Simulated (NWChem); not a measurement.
System: GaNH2F2; SMILES [NH2][Ga]([F])[F]

NWChem input:

```
start job
memory heap 200 mb stack 900 mb global 1100 mb
geometry units angstroms noautosym nocenter noautoz
  Ga    -0.000139    -0.025596    -0.029921
  F      1.471243    -0.953432     0.043957
  F     -1.477494    -0.943904     0.043778
  N      0.005602     1.753550    -0.150335
  H     -0.838901     2.303068    -0.235795
  H      0.853601     2.297643    -0.235843
end
basis spherical
  * library 6-311g**
end
dft
  xc b3lyp
  iterations 150
end
property
  shielding 4 1 2 4 5
end
task dft property
```

Parts of the log:

```
             Northwest Computational Chemistry Package (NWChem) 7.3.0
             --------------------------------------------------------

                             Geometry "geometry" -> ""
                             -------------------------

 Output coordinates in angstroms (scale by  1.889725989 to convert to a.u.)

  No.       Tag          Charge          X              Y              Z
 ---- ---------------- ---------- -------------- -------------- --------------
    1 Ga                  31.0000    -0.00013900    -0.02559600    -0.02992100
    2 F                    9.0000     1.47124300    -0.95343200     0.04395700
    3 F                    9.0000    -1.47749400    -0.94390400     0.04377800
    4 N                    7.0000     0.00560200     1.75355000    -0.15033500
    5 H                    1.0000    -0.83890100     2.30306800    -0.23579500
    6 H                    1.0000     0.85360100     2.29764300    -0.23584300

 Effective nuclear repulsion energy (a.u.)     296.2439370470

                              NWChem Property Module
                              ----------------------

  itol2e modified to match energy
  convergence criterion.

                                 NWChem DFT Module
                                 -----------------

 Summary of "ao basis" -> "ao basis" (spherical)
 ------------------------------------------------------------------------------
       Tag                 Description            Shells   Functions and Types
 ---------------- ------------------------------  ------  ---------------------
 Ga                         6-311g**                18       44   8s7p3d
 F                          6-311g**                 8       18   4s3p1d
 N                          6-311g**                 8       18   4s3p1d
 H                          6-311g**                 4        6   3s1p

  itol2e modified to match energy
  convergence criterion.

[...]

          -----------------------------------------
          Chemical Shielding Tensors (GIAO, in ppm)
          -----------------------------------------

                                NWChem CPHF Module
                                ------------------

  scftype          =     RHF
  nclosed          =       29
  nopen            =        0
  variables        =     2349
  # of vectors     =        3
  tolerance        = 0.10D-03
  level shift      = 0.00D+00
  max iterations   =       50
  max subspace     =       30

 SCF residual:    3.3025463162863046E-005

Iterative solution of linear equations
  No. of variables     2349
  No. of equations        3
  Maximum subspace       30
        Iterations       50
       Convergence  1.0D-04

   iter   nsub   residual    time
   ----  ------  --------  ---------
     1      3    2.65D-01      61.1
     2      6    7.45D-03      66.5
     3      9    6.17D-04      71.7
     4     12    4.05D-05      76.7

      Atom:    1  Ga
        Diamagnetic
   2642.1666     -0.0044     -0.0005
     -0.0044   2640.8172     -0.1484
     -0.0005     -0.1484   2639.1605

        Paramagnetic
  -1166.7918      0.9617     -0.1138
      0.9617   -868.7161    -40.0862
     -0.1138    -40.0862  -1369.1415

        Total Shielding Tensor
   1475.3748      0.9573     -0.1142
      0.9573   1772.1011    -40.2345
     -0.1142    -40.2345   1270.0190

           isotropic =    1505.8316
          anisotropy =     404.2145

          Principal Components and Axis System
                 1           2           3
             1775.3079   1475.3717   1266.8153

      1         0.0032      1.0000      0.0002
      2         0.9968     -0.0032      0.0794
      3        -0.0794      0.0001      0.9968

      Atom:    2  F
        Diamagnetic
    485.3463    -12.5898      1.0283
    -12.5898    471.5674     -0.6374
      1.0283     -0.6374    463.7821

        Paramagnetic
   -105.0561    -71.2029      5.9531
    -71.2029   -145.2518      1.9058
      5.9531      1.9058   -116.7228

        Total Shielding Tensor
    380.2903    -83.7926      6.9814
    -83.7926    326.3157      1.2684
      6.9814      1.2684    347.0592

           isotropic =     351.2217
          anisotropy =     135.5499

          Principal Components and Axis System
                 1           2           3
              441.5883    347.1271    264.9498

      1         0.8081     -0.0050      0.5891
      2        -0.5868      0.0810      0.8057
      3         0.0518      0.9967     -0.0625

      Atom:    3  N
        Diamagnetic
    316.2280      0.0657     -0.0121
      0.0657    336.6246     -3.6037
     -0.0121     -3.6037    295.9800

        Paramagnetic
    -62.4801      0.0376     -0.0071
      0.0376    -50.5992     -2.0773
     -0.0071     -2.0773    -66.4237

        Total Shielding Tensor
    253.7479      0.1033     -0.0192
      0.1033    286.0255     -5.6810
     -0.0192     -5.6810    229.5562

           isotropic =     256.4432
          anisotropy =      45.2227

          Principal Components and Axis System
                 1           2           3
              286.5916    253.7475    228.9904

      1         0.0032      1.0000      0.0004
      2         0.9951     -0.0032      0.0991
      3        -0.0991     -0.0000      0.9951

      Atom:    4  H
        Diamagnetic
     34.9306     -9.9837      1.3556
     -9.9837     34.9286     -1.6686
      1.3556     -1.6686     20.1398

        Paramagnetic
     -0.0179      1.7092     -0.2687
      1.7092     -0.8987      0.4921
     -0.2687      0.4921      3.4193

[...]
```

Level: B3LYP/6-311G** (spherical d), GIAO. Structure relaxed at the PBE0/def2-SVP level. The output numbers the shielded atoms by their place in the input's list. The printed shielding anisotropy is the first printed principal value minus the mean of the other two.
